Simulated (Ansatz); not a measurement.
Geometry optimisation, DFT PBE-D3(BJ), scalar-relativistic, plane waves, PAW in Ansatz.

Input:

```yaml
crystal:
  lattice:
    - [7.6, 0.0, 0.0]
    - [0.0, 5.374012, 0.0]
    - [0.0, 0.0, 17.030509]
  atoms:
    - { symbol: Rh, position: [0.25, 0.25, 0.0587182] }
    - { symbol: Rh, position: [0.75, 0.25, 0.0587182] }
    - { symbol: Rh, position: [0.25, 0.75, 0.0587182] }
    - { symbol: Rh, position: [0.75, 0.75, 0.0587182] }
    - { symbol: Rh, position: [0.0, 0.0, 0.1376062] }
    - { symbol: Rh, position: [0.5, 0.0, 0.1376062] }
    - { symbol: Rh, position: [0.0, 0.5, 0.1376062] }
    - { symbol: Rh, position: [0.5, 0.5, 0.1376062] }
    - { symbol: Rh, position: [0.25, 0.25, 0.2164942] }
    - { symbol: Rh, position: [0.75, 0.25, 0.2164942] }
    - { symbol: Rh, position: [0.25, 0.75, 0.2164942] }
    - { symbol: Rh, position: [0.75, 0.75, 0.2164942] }
    - { symbol: Rh, position: [0.0, 0.0, 0.2953822] }
    - { symbol: Rh, position: [0.5, 0.0, 0.2953822] }
    - { symbol: Rh, position: [0.0, 0.5, 0.2953822] }
    - { symbol: Rh, position: [0.5, 0.5, 0.2953822] }
    - { symbol: Mg, position: [0.6560613, 0.6702943, 0.4410032] }
basis:
  ecutwfc: 420.0
kpoints:
  mp_grid: { grid: [2, 3, 1] }
hamiltonian:
  xc: pbe
  dispersion: d3bj
scf:
  occupations: { method: fermi_dirac, width: 0.05 }
  lower_state_search: "off"
relax:
  f_tol: 0.03
  max_steps: 60
  adjacent_minimum: "off"
  constraints: [{ sites: [0, 1, 2, 3] }]
output:
  write_density: true
  write_potential: true
  elf: true
  volumetric_format: npy
```

Run as:

```bash
$ ansatz run input.yaml --threads 4 --pin off --max-ram 10240MiB --backend cpu --events-out ev --progress --plain --runs-dir out
```

Q: Where does it end, and by what steps?

A: The forces met the threshold. The force dipped under the threshold on the way, but the program's further checks kept it going. Limits of this set-up: coarse k mesh, thin slab, slab without dipole correction, a typed lattice constant that wasn't relaxed here. After 10 steps the energy has fallen by 1.759 eV; Mg17 moved furthest, 1.52 Å. Joined: Rh12–Mg17 (3.91 → 2.66 Å), Rh13–Mg17 (4.02 → 2.73 Å), Rh15–Mg17 (3.72 → 2.72 Å).

| step | energy less start (eV) | largest force component (eV/Å) | accepted |
| --- | --- | --- | --- |
| 0 | 0.0000 | 0.838 | yes |
| 1 | -0.3273 | 0.963 | yes |
| 2 | -0.5987 | 1.321 | yes |
| 3 | -0.8619 | 1.088 | yes |
| 4 | -1.1050 | 0.879 | yes |
| 5 | -1.3337 | 0.780 | yes |
| 6 | -1.5318 | 0.595 | yes |
| 7 | -1.6761 | 0.366 | yes |
| 8 | -1.7517 | 0.124 | yes |
| 9 | -1.7589 | 0.009 | yes |
| 10 | -1.7589 | 0.009 | yes |

```xyz
17
Lattice="7.6000 0.0000 0.0000 0.0000 5.3740 0.0000 0.0000 0.0000 17.0305" Properties=species:S:1:pos:R:3
Rh 1.900 1.344 1.000
Rh 5.700 1.344 1.000
Rh 1.900 4.031 1.000
Rh 5.700 4.031 1.000
Rh 0.002 0.007 2.190
Rh 3.798 0.007 2.191
Rh 0.001 2.681 2.191
Rh 3.798 2.681 2.188
Rh 1.899 1.342 3.590
Rh 5.699 1.343 3.684
Rh 1.899 4.031 3.680
Rh 5.699 4.031 3.567
Rh 0.019 0.015 4.859
Rh 3.778 0.015 4.859
Rh 0.022 2.671 4.859
Rh 3.776 2.671 4.857
Mg 5.698 4.019 6.230
```

Whether the end is a true minimum wasn't checked by a vibrational analysis.

Time of the run: 2.2 min on 4 threads of AMD EPYC 7B13 (Zen 3), on a shared host, peak memory 2.5 GiB.
